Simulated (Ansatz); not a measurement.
Members of the series Al-XY, Y = hydroxy; each row names its spin state. Gas-phase values, no solvent. One relaxed conformer stands for each flexible species; it need not be the lowest. Strings in code marks are SMILES.

Quantity: adiabatic spin-state energy, in eV. The DFT solution of `[OH][Al-][AlH2]` is unstable or spin-contaminated; the geometry comes from it.

Case: `[OH][Al-][AlH2]`: multiplicity 3 minus multiplicity 1. The other species in the difference include `[OH][Al-][AlH2]` (charge -1, multiplicity 1). Geometry of `[Al-]([OH])[AlH2]` (charge -1, multiplicity 3, Å):

```xyz
6

O      2.2606    -0.4539     0.0790
Al     0.8939     0.4606    -0.5478
Al    -1.5127     0.0776     0.0890
H      3.1184    -0.1846    -0.2491
H     -2.6478     1.0153    -0.5860
H     -2.1076    -1.0266     1.1216
```

**Question.** Predict the adiabatic spin-state energy from CAM-B3LYP/aug-cc-pVTZ // PBE0-D3(BJ)/def2-TZVPD (Ansatz, an electronic-structure program).

**Answer.** 0.204 eV.
